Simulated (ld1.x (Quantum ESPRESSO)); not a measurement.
Transferability test, ultrasoft potential for indium

ld1.x (Quantum ESPRESSO) 7.5 input, shortened:

```
&input
   title='In', zed=49., rel=1, dft='PZ', iswitch=3,
   config='[Kr] 4d10 5s1 5p2'
 /
 &inputp
   pseudotype=3, tm=.true., lloc=-2, rcloc=1.60,
   nlcc=.false.,
   which_augfun='PSQ', rmatch_augfun=0.75
 /
6
5S  1  0   1.00   0.00  1.45  1.90  0.0
5S  1  0   0.00   0.70  1.45  1.90  0.0
5P  2  1   2.00   0.00  2.35  2.60  0.0
5P  2  1   0.00   0.75  2.35  2.60  0.0
4D  3  2  10.00   0.00  1.00  1.25  0.0
4D  3  2   0.00  -0.25  1.00  1.25  0.0
 &test
   configts(1)='4d10 5s1 5p2'
 /
```

Energies are relative to the spin-unpolarised reference configuration 4d10 5s1 5p2; without spin polarisation the order of configurations can differ from experiment. Not all tests gave a result: test run stopped at test 8 of 9 (negative rho).

Task: Give the all-electron excitation energy and the error of the potential for: 4d10 5s2 5p1; 4d10 5s2 5p0; 4d10 5s1 5p0; 4d9 5s2 5p1; 4d10 5s0 5p3; 4d10 5s2 5p0.5; 4d10 5s0 5p0.

Result:

```tsv
valence configuration	charge	ΔE all-electron (eV)	error AE − PS (meV)
4d10 5s2 5p1	0	-5.938	+2.5
4d10 5s2 5p0	+1	-0.344	+0.9
4d10 5s1 5p0	+2	19.317	+1.5
4d9 5s2 5p1	+1	19.285	-49
4d10 5s0 5p3	0	6.224	+1.7
4d10 5s2 5p0.5	+0.5	-3.893	+1.9
4d10 5s0 5p0	+3	48.057	+33
```

Note: ghost state, extra bound levels that the all-electron valence spectrum of the same l lacks: s at -16.1 eV. A true bound ghost makes a file unfit for plane-wave use.
